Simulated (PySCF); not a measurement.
In(Cl)(Br)(Me) (CH₃BrClIn), SMILES [CH3][In]([Cl])[Br]. The structure is a stationary point at PBE-D3(BJ)/def2-SVP. The structure was generated by enumeration; whether it is a known compound was not checked. The def2 effective core potentials stand for the cores of In; spin–orbit coupling is left out.

Give the equilibrium geometry at PBE-D3(BJ)/def2-SVP (PySCF confirms it by a frequency run) as bond lengths and angles. (An estimate is asked for; the answer gives what the named calculation found.)


Atoms: In1 Cl2 Br3 C4 H5 H6 H7. Bond lengths (Å): In1–Cl2 2.371, In1–Br3 2.506, In1–C4 2.160, C4–H5 1.105, C4–H6 1.106, C4–H7 1.106. Bond angles (°): Cl2–In1–Br3 112.2, Cl2–In1–C4 122.7, Br3–In1–C4 125.1, In1–C4–H5 109.1, In1–C4–H6 108.1, In1–C4–H7 108.1, H5–C4–H6 110.8, H5–C4–H7 110.8, H6–C4–H7 109.8.
Charge 0, spin multiplicity 1.
